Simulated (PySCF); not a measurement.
# Bond length, frequency and bond energy of CdP by level of theory

State: ⁴Σ⁻ (quartet), unpaired electrons σ ↑, π ↑↑. Set-up: basis Cd def2-SVP with ECP28, P def2-SVP; scalar-relativistic core potentials; PySCF 2.14. De refers to Cd + P in their high-spin ground configurations, without counterpoise correction. The functionals are run spin-unrestricted. A positive dipole means Cd(−)P(+). Levels whose curve was spin-contaminated or gave no clean fit are not listed.

```
 Level  Re (Å)  ωe (cm⁻¹)  De (eV)  μ (D)
   PBE   2.724        156    0.356  -0.59
PBEsol   2.653        179    0.485  -0.53
  BP86   2.725        157    0.339  -0.57
  TPSS   2.713        162    0.353  -0.88
r²SCAN   2.665        175    0.369  -0.85
  PBE0   2.694        162    0.300  -0.83
```

The bond length runs from 2.653 Å (PBEsol) to 2.725 Å (BP86). De spans 0.30 eV (PBE0, global hybrid GGA) to 0.49 eV (PBEsol, GGA).

The bond is weak. Basis-set superposition, not corrected here, can be much of De in a small basis, most of all at correlated wavefunction levels. Functionals without a dispersion term scatter widely for such bonds, and LDA overbinds them. Spin–orbit coupling is left out. The state is the lowest determinant that a PBE0 search found; another state may lie lower at other levels.

The whole job (state search and all levels along the bond) took about 3.2 min on 1 thread of Arm Neoverse V1 (shared host), peak memory 0.57 GiB.
